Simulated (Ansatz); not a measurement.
`NC1([SiH3])CO1` + `C[NH][GeH3]` → `C[N]([SiH3])[GeH3]` + `NC1CO1` at 298.15 K and 1 bar (ligand exchange at the Si–C bond).

Program: Ansatz. Geometries: PBE0-D4/def2-TZVP. ΔE: electronic, gas phase. CCSD(T)/CBS adds triple-zeta CCSD(T) − MP2 to the extrapolated MP2 energy (def2 sets, frozen cores). For Ge outer-core shells are correlated without core-valence functions, which leaves a few kJ/mol of doubt a bond. Scalar relativity is left out up to krypton. One conformer a species, not always the lowest.

```csv
species,CCSD(T)/CBS energy (Eh),H − E (kJ/mol),S (J/(mol·K))
`NC1([SiH3])CO1`,-499.21288,254.6,328.1
`C[NH][GeH3]`,-2173.06430,220.1,309.9
`C[N]([SiH3])[GeH3]`,-2463.36560,265.9,367.3
`NC1CO1`,-208.93796,211.1,274.5
```

H − E and S are ideal-gas, rigid-rotor, harmonic terms from PBE0-D4/def2-TZVP, for one conformer and one mirror image of each species. 1 Eh = 2625.50 kJ/mol, R = 8.31446 J/(mol·K).

Task: By hand: ΔE, ΔH, ΔS and ΔG.

Result: ΔE = (-2463.36560) + (-208.93796) − (-499.21288) − (-2173.06430) = -0.02638 Eh = -69.3 kJ/mol. Δ(H − E) = 265.9 + 211.1 − 254.6 − 220.1 = 2.3, so ΔH = -67.0 kJ/mol. ΔS = 367.3 + 274.5 − 328.1 − 309.9 = 3.8 J/(mol·K). ΔG = -67.0 − 298.15 × (3.8)/1000 = -68.1 kJ/mol.

Task: By hand: the equilibrium constant, and the temperature at which ΔG would vanish if ΔH and ΔS stayed fixed.

Result: log₁₀ K = −ΔG/(RT ln 10) = 11.9. ΔH and −TΔS have one sign here, so there is no such temperature. One of them is within its doubt of zero, so this could turn.

The number of gas molecules stays the same, so ΔS is small and ΔH decides. A doubt of 5 kJ/mol in ΔE shifts log₁₀ K by 0.9 here. Other conformers and mirror images would add mixing entropy, several J/(mol·K) or more a flexible species. These are equilibria of isolated gas molecules and say nothing of rates. Largest T1 diagnostic: 0.012 (customary marks: 0.02 for closed shells, 0.045 for open ones).
